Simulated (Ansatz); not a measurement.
`Cl[Si](Cl)(Cl)I` + H₂Te → `Cl[Si](Cl)(Cl)[TeH]` + HI at 500 K and 1 bar (ligand exchange at the Si–I bond).

Calculated with Ansatz (gas phase, PBE0-D4/def2-TZVP geometries, no zero-point term in ΔE). CCSD(T)/CBS is the MP2 limit (def2-TZVPP, def2-QZVPP) plus CCSD(T) − MP2 in def2-TZVPP, frozen cores. Elements past krypton have def2 core potentials. For I, Te outer-core shells are correlated without core-valence functions, which leaves a few kJ/mol of doubt a bond.

```tsv
species	CCSD(T)/CBS energy (Eh)	H − E (kJ/mol)	S (J/(mol·K))
`Cl[Si](Cl)(Cl)I`	-1966.04944	57.5	414.8
H₂Te	-268.91024	48.9	247.6
`Cl[Si](Cl)(Cl)[TeH]`	-1936.91665	79.6	449.0
HI	-298.03592	28.6	221.6
```

H − E and S are ideal-gas, rigid-rotor, harmonic terms from PBE0-D4/def2-TZVP. 1 Eh = 2625.50 kJ/mol, R = 8.31446 J/(mol·K).

Problem. By hand: ΔE, ΔH, ΔS and ΔG.

Solution. ΔE = (-1936.91665) + (-298.03592) − (-1966.04944) − (-268.91024) = 0.00711 Eh = 18.7 kJ/mol. Δ(H − E) = 79.6 + 28.6 − 57.5 − 48.9 = 1.8, so ΔH = 20.5 kJ/mol. ΔS = 449.0 + 221.6 − 414.8 − 247.6 = 8.2 J/(mol·K). ΔG = 20.5 − 500 × (8.2)/1000 = 16.4 kJ/mol.

Problem. By hand: the equilibrium constant, and the temperature at which ΔG would vanish if ΔH and ΔS stayed fixed.

Solution. log₁₀ K = −ΔG/(RT ln 10) = -1.7. ΔG = 0 at ΔH/ΔS = 2500 K, though so small a ΔS makes that figure unsure.

The number of gas molecules stays the same, so ΔS is small and ΔH decides. A doubt of 5 kJ/mol in ΔE shifts log₁₀ K by 0.5 here. These are equilibria of isolated gas molecules and say nothing of rates. Largest T1 diagnostic: 0.010 (customary marks: 0.02 for closed shells, 0.045 for open ones).
